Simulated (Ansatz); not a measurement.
Job for Ansatz (a first-principles code): R-CCSD(T)/def2-SVP on CH3BrTe (SMILES C[Te]Br), a point of a torsion scan. Elements past Kr take the def2 small-core potentials; no spin–orbit coupling. The run froze 24 orbitals, filled d shells among them.

Ansatz 0.2 input:
```yaml
crystal:
  periodic: [false, false, false]
  atoms:
    - {symbol: C, position_ang: [-0.71461242, -0.02358391, -0.03086672]}
    - {symbol: Te, position_ang: [1.00084240, 1.29404807, 0.05998899]}
    - {symbol: Br, position_ang: [2.31323503, 0.03106471, -1.62383920]}
    - {symbol: H, position_ang: [-0.89125434, -0.45395143, 0.94623734]}
    - {symbol: H, position_ang: [-1.58568785, 0.53912679, -0.34023086]}
    - {symbol: H, position_ang: [-0.52283432, -0.81387416, -0.74440843]}
basis:
  gaussian:
    orbitals: def2-SVP
magnetization: {spin_polarized: false}
correlation: {method: ccsd_t, electrons: outside_noble_gas}
scf: {lower_state_search: off}
```

Task: Predict the final total energy.

Result: -2879.0999 hartree (reference determinant -2878.6891, T1 diagnostic 0.010).
